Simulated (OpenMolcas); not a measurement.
# Fe7+, Ru7+, Os7+: d down the group

* Program: OpenMolcas
* Method: SS-RASPT2, IPEA 0.25 Eh, imaginary shift 0.1 Eh
* Basis: ANO-RCC-VQZP
* Scalar Hamiltonian: DKH2, point nucleus
* Spin-orbit coupling: state interaction with AMFI integrals over the reference wave functions, term energies averaged over their components

Active space for each ion: 7 electrons in 8 orbitals (RAS1 p, at most 2 holes; RAS2 d); closed shells correlated by CASPT2: Fe7+ 3s; Ru7+ 4s; Os7+ 5s.

Computed levels in cm-1 above ²D_3/2:

```csv
Level,Fe7+,Ru7+,Os7+
²D_5/2,1864,4290,13970
weight of ²D in the lowest level (%),100,100,100
```

Measured, with the error of the calculation in %. Measured levels: Fe7+ from Corliss and Sugar, J. Phys. Chem. Ref. Data 11, 135 (1982).

```csv
Level,Fe7+
²D_5/2,1836 (+1.5)
```

The fine-structure level ²D_5/2 changes by a factor of 7.49 from Fe7+ to Os7+.

Term energies are means over components that CASPT2 splits; among the terms shown or strongly mixed into the levels shown the widest spread is 10 cm-1 (3d ²D, Fe7+). Active for correlation alone: 3p; no level in the range computed is led by a configuration that opens it, so any true level of that kind is missing (holds for Fe7+). Active for correlation alone: 4p; no level in the range computed is led by a configuration that opens it, so any true level of that kind is missing (holds for Ru7+). Active for correlation alone: 5p; no level in the range computed is led by a configuration that opens it, so any true level of that kind is missing (holds for Os7+). Computed and measured levels are paired by configuration, term and J; levels that our copy of the source lacks, or whose pairing is in doubt (as where it misses far off the trend of its configuration), stay unpaired and out of the deviations. Levels of configurations outside the active space are missing.
